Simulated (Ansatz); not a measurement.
Reactions of BFH$_{6}$OSi$_{2}$, SMILES `OB(F)[SiH2][SiH3]`.

Computed with Ansatz on PBE0-D4/def2-TZVP structures; ΔE is electronic, products minus reactants. CBS: MP2 limit from def2 TZ/QZ plus the TZ coupled-cluster correction, frozen cores. This one scheme is used for every species. For Br, Ge outer-core shells are correlated without core-valence functions, which leaves a few kJ/mol of doubt a bond. Scalar relativity is left out up to krypton. One conformer a species, not always the lowest.

Problem. Order these by ΔE at CCSD(T)/CBS, lowest first. (Best estimate.)
A. `OB(F)[SiH2][SiH3]` + H₂S → `OB(S)[SiH2][SiH3]` + H–F
B. `OB(F)[SiH2][SiH3]` + `C=NCS` → `C=NCS[SiH3]` + `OB(F)[SiH3]`
C. `OB(F)[SiH2][SiH3]` + `[NH2][GeH3]` → `OB(F)[NH][GeH3]` + `[SiH3][SiH3]`
D. `OB(F)[SiH2][SiH3]` + H₂O → `O[SiH2]B(O)F` + SiH₄
E. `OB(F)[SiH2][SiH3]` + `[OH][GeH2][O][SiH3]` → `[SiH3][O][GeH2][O][SiH3]` + `OB(F)[SiH3]`
F. `OB(F)[SiH2][SiH3]` + `[NH2][AlH2]` → `OB(F)[NH][AlH2]` + `[SiH3][SiH3]`
G. `OB(F)[SiH2][SiH3]` + `O[SiH](Cl)Br` → `O[Si]([SiH3])(Cl)Br` + `OB(F)[SiH3]`

Solution. C (-129.6 kJ/mol), F (-115.1 kJ/mol), E (-91.5 kJ/mol), D (-70.6 kJ/mol), B (-49.4 kJ/mol), G (+8.2 kJ/mol), A (+69.0 kJ/mol).

Largest T1 diagnostic: 0.014, for `OB(S)[SiH2][SiH3]`.
